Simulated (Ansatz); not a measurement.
`[SH][Sn]([SH])([SH])[SH]` + H₂ → `[SH][SnH]([SH])[SH]` + H₂S  (hydrogenolysis of the Sn–S bond)

Isolated molecules relaxed with PBE0-D4/def2-TZVP in Ansatz; ΔE leaves out vibrations. CCSD(T)/CBS adds triple-zeta CCSD(T) − MP2 to the extrapolated MP2 energy (def2 sets, frozen cores). This one scheme is used for every species. Functionals use def2-TZVPP. def2 core potentials past Kr. For Sn outer-core shells are correlated without core-valence functions, which leaves a few kJ/mol of doubt a bond. Each species was taken in one conformer, which may not be the lowest.

```csv
level,ΔE (kJ/mol),difference from CCSD(T)/CBS
BLYP-D4,57.0,6.0
r2SCAN-D4,52.8,1.8
r2SCANh-D4,51.1,0.1
B2PLYP,45.0,-6.0
PBE-QIDH,46.6,-4.4
CCSD(T)/def2-SVP,34.7,-16.3
CCSD/def2-TZVPP,37.9,-13.1
CCSD(T)/def2-TZVPP,44.5,-6.5
MP2/CBS(def2),64.2,13.2
CCSD/CBS(def2),44.5,-6.5
CCSD(T)/CBS,51.0,0
```

What do rigid-rotor, harmonic-oscillator terms from PBE0-D4/def2-TZVP frequencies (298.15 K, 1 bar) make of the CCSD(T)/CBS value? (An estimate is asked.)

Ansatz gave: ΔZPE = +6.7 kJ/mol, ΔH = +53.7 kJ/mol, ΔS = 30 J/(mol·K), ΔG = +44.8 kJ/mol. Modes under 50 cm⁻¹ make the entropy rough.

Largest T1 diagnostic among the species: 0.012.

From PBE to PBE0 (25 % exact exchange), in def2-TZVPP and without D4, ΔE moves by −4.2 kJ/mol. Leaving LDA and LC-ωPBE aside and taking each functional with its dispersion term where it has one, the values, not all of them listed here, spread over 17.1 kJ/mol, from B97M-V to revPBE-D4. LDA lies −3.7 kJ/mol from PBE without D4. In def2-TZVPP, CCSD(T) changes the Hartree–Fock value by +19.2 kJ/mol (the triples alone add +6.5 kJ/mol) and MP2 by +32.4 kJ/mol.
